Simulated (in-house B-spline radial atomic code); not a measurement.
Sn²⁺. Computed with a B-spline radial atomic code. Model: non-relativistic spherical atom: semilocal Troullier-Martins pseudo-atom, one channel per l, against all electrons, high spin, G0W0 and RPA with empty states to l = 8, local potential for every l without a channel, a model core (radius 0 = none) keeps its share of the functional.

The core holds an angular momentum without a channel of its own, so the local potential lets valence electrons into it.

Without relativity these are model numbers for so heavy an element.

What the tables leave out is listed at the end.

The pseudopotential gives back the lowest level of each angular momentum of its own functional in the configuration it was made in; a second state of the same l is only approximately right. Exact exchange, RPA and GW see the smooth pseudo-orbitals and miss the exchange with the core, for which the functional's share stands in. The column with an uncorrelated core keeps all orbitals and exact exchange, and so separates missing core correlation from pseudisation. Only the three outermost levels and the lowest empty one were computed. RPA here is direct RPA, with no exchange kernel, and its energies carry an (l + 1/2)⁻⁴ tail. A hybrid on a potential with a model core restores only its own semilocal share of the core's exchange.

Command:
```bash
python run_psgw.py task.json out
```
Settings (lengths in bohr, energies in hartree):
```
Z                      50
electrons              48
configuration          [Kr] 4d10 5s2
generated_in           [Kr] 4d10 5s2
functional             pbe,pbe
core_shells            9
radius_factor          1.15
core_correction        True
ion_configuration      [Kr] 4d10 5s1
```

Time taken, with all properties: 22 s on 1 thread of Intel(R) Xeon(R) 6975P-C (Granite Rapids), with other jobs on the host.

Given: made with PBE; model core radius 1.88 bohr; local radius 2.373 bohr; mean-field start PBE.

Valence shells of the generating configuration: 5s.

Channel: s 2.316, p 2.693 (radii in bohr).

Computed: largest level miss in the spin-unpolarised generating configuration 0 eV; valence RPA correlation energy all-electron orbitals -0.072492 hartree; valence RPA correlation energy pseudo -0.085559 hartree; all-electron RPA polarisability, core included 14.016 bohr³; pseudo-atom RPA polarisability 13.837 bohr³; ionisation by RPA all-electron 29.803 eV; ionisation by RPA pseudo minus all 0.38 eV.

```
     level  occupied  mean-field all-electron (eV)  mean-field pseudo minus all (eV)  G0W0 all-electron (eV)  G0W0 uncorrelated core minus all (eV)  G0W0 pseudo minus all (eV)  exchange self-energy all-electron (eV)  exchange self-energy pseudo (eV)
        5s         1                       -25.048                                 0                  -29.73                                  0.925                       0.353                                 -15.035                           -10.628
5p (empty)         0                       -17.744                                 0                 -14.585                                  0.442                      -0.344                                 -5.0455                           -2.2612
```

(1) What is the ionisation by mean-field all-electron?

(2) What is the ionisation by mean-field pseudo minus all?

Given: mean-field start PBE0.

Computed: valence RPA correlation energy all-electron orbitals -0.063438 hartree; valence RPA correlation energy pseudo -0.074538 hartree; pseudo-atom RPA polarisability 13.195 bohr³; ionisation by mean-field all-electron 29.154 eV; ionisation by RPA all-electron 29.626 eV; ionisation by RPA pseudo minus all -0.418 eV.

```json
{"level": "5s", "occupied": "1", "mean-field all-electron (eV)": "-25.926", "mean-field pseudo minus all (eV)": "0.421", "G0W0 all-electron (eV)": "-29.642", "G0W0 uncorrelated core minus all (eV)": "0.907", "G0W0 pseudo minus all (eV)": "0.849", "exchange self-energy all-electron (eV)": "-14.867", "exchange self-energy pseudo (eV)": "-10.43"}
{"level": "5p (empty)", "occupied": "0", "mean-field all-electron (eV)": "-16.783", "mean-field pseudo minus all (eV)": "0.137", "G0W0 all-electron (eV)": "-14.535", "G0W0 uncorrelated core minus all (eV)": "0.415", "G0W0 pseudo minus all (eV)": "-0.075", "exchange self-energy all-electron (eV)": "-4.8021", "exchange self-energy pseudo (eV)": "-2.1957"}
```

(3) What is the all-electron RPA polarisability, core included?

(4) What is the ionisation by mean-field pseudo minus all?

Results:

(1) 29.483 eV.

(2) 0.093 eV.

(3) 12.783 bohr³.

(4) -0.382 eV.

Among the listed levels the largest G0W0 shift of the pseudo-atom is +0.85 eV, for 5s on the PBE0 start, while leaving the core uncorrelated moves that level by +0.91 eV. The rest, -0.06 eV, comes from pseudisation and the lost core exchange. Not in the tables (levels of low weight, unsolved or above zero; the highest and the empty levels are kept at any weight): no Hartree-Fock pseudo-atom is run with a model core.
